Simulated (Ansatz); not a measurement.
Species: C2H2N, net charge -1, singlet state. It need not be the lowest isomer of its formula. Whether it binds its extra electron was not tested at this geometry. 
Coordinates optimised at B3LYP-D3(BJ)/def2-TZVP (Ansatz, a first-principles code):
```xyz
5

C     -1.1588    -0.0185    -0.0623
N      0.2321    -0.0118    -0.0049
C      1.4060    -0.0714    -0.0293
H     -1.5751    -0.3590     0.8909
H     -1.5320     0.9808    -0.3072
```
Charge -1, spin multiplicity 1.

Parts of the frozen-core correlation energy in STO-3G (Ansatz, hartree). Frozen orbitals: 3; correlated occupied orbitals by spin: 8 and 8; virtual: 6 and 6. No spin-orbit coupling. Non-relativistic.

```csv
term,value
reference (HF),-129.42779
MP2 opposite-spin,-0.13825
MP2 same-spin,-0.03932
CCSD correlation,-0.19610
(T),-0.00512
FCI minus CCSD(T),-0.00183
T1 diagnostic,0.016
largest doubles amplitude,0.086
```
